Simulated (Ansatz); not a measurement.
Cu2F⁺. Charge 1, multiplicity 5. Geometry PBE-D4/def2-TZVP; atoms count from 1.

| atom | x (Å) | y (Å) | z (Å) |
| --- | --- | --- | --- |
| Cu1 | -1.430 | 1.144 | -0.031 |
| Cu2 | 1.343 | -1.173 | -0.420 |
| F3 | 0.087 | 0.029 | 0.451 |

At PBE0-D4/def2-TZVP a singlet of charge 1 lies 5.31 eV below the quintet, each at its own geometry. The structure comes from a short search, and lower isomers may exist.

Q: Estimate the Mulliken populations from the PBE0/def2-TZVP orbitals of Ansatz.

A: 
```csv
atom,charge (e),spin (α − β),d electrons
Cu1,0.72,1.94,9.09
Cu2,0.72,1.94,9.09
F3,-0.44,0.13,–
```
Mulliken values depend strongly on the basis.

Q: Where does the spin sit?

A: Summed by element: Cu 3.87, F 0.13, of 4 unpaired in all. Largest on single atoms: Cu2 1.94, Cu1 1.94, F3 0.13.

Q: And the Mayer bond orders between heavy atoms (over 0.3)?

A: Cu1–F3 0.39 (1.94 Å); Cu2–F3 0.39 (1.94 Å).
